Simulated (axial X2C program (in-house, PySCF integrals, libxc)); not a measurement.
Spin–orbit effects down a group: molecules with B (ions), PBE0

Computed with an in-house relativistic program for diatomic molecules, spin-free (one-electron X2C) or two-component (2c: spin–orbit coupling with atomic mean-field Coulomb and Gaunt terms, which also bring small scalar terms), in Dyall basis sets with cores contracted in-house; open shells are unrestricted.

Basis sets: B dyall-v3z, Cd dyall-cv3z, Hg dyall-cv3z, Zn dyall-cv3z.

| molecule | spin-free state | Re (Å) | ωe (cm⁻¹) | De (eV) | 2c state | Re 2c (Å) | ωe 2c (cm⁻¹) | De 2c (eV) |
| --- | --- | --- | --- | --- | --- | --- | --- | --- |
| ZnB⁺ | M_S = 0, Λ = 0 | 2.350 | 327.5 | 1.96 | Ω = 0 | 2.351 | 327.4 | 1.96 |
| CdB⁺ | M_S = 0, Λ = 0 | 2.508 | 304.9 | 2.08 | Ω = 0 | 2.508 | 304.9 | 2.08 |
| HgB⁺ | M_S = 0, Λ = 0 | 2.343 | 322.6 | 1.72 | Ω = 0 | 2.336 | 324.6 | 1.73 |

(1) Work out the shifts from the spin-free to the two-component result.

Fragments in 2c: Zn + B+, Cd + B+, Hg + B+. Each entry is the lowest single determinant of a limited PBE0 search at one distance. De goes to single-determinant-based atoms at the same level (for ions the charge split of lowest energy) and is withheld (n/a) where an atom does not fit its ground term or J level. Main or longest-lived isotopes.

## Answers

(1) 

| molecule | 2c state | ΔRe (Å) | Δωe (cm⁻¹) | ΔDe (eV) |
| --- | --- | --- | --- | --- |
| ZnB⁺ | Ω = 0 | 0.001 | -0.1 | 0.00 |
| CdB⁺ | Ω = 0 | 0.000 | 0.0 | 0.00 |
| HgB⁺ | Ω = 0 | -0.007 | 2.0 | 0.01 |

Shifts of one unit in the last digit are rounding.
